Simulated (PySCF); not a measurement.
Be: excitation energy

Be [He] 2s2 (1S) → Be [He] 2s1 3d1 (3D), as a difference of total energies. All numbers are calculated (PySCF 2.14, no relativity, point nucleus, in dyall-acv3z (15s9p4d2f, 76 functions)). Correlated levels: valence: 1s2 frozen; valence and next inner shell: nothing frozen; virtual orbitals above 40 to 60 times the deepest correlated orbital energy dropped. The calculations carry no spin-orbit coupling.

```csv
method,excitation energy (cm⁻¹)
UHF,62046
LDA,63905
PBE,62709
PBE0,63885
r2SCAN,63083
B3LYP,64924
CAM-B3LYP,67444
wB97M-V,67873
PW91,63075
MP2 (valence),67636
SCS-MP2 (valence),69459
MP2 (valence and next inner shell),67904
SCS-MP2 (valence and next inner shell),69689
```

The promoted electron is Rydberg-like, and one or two diffuse shells describe it only roughly, which tends to raise the upper state.

In the upper state the promoted electron has a positive orbital energy at LDA, PBE, PBE0, r2SCAN, B3LYP, PW91, so the basis confines it.
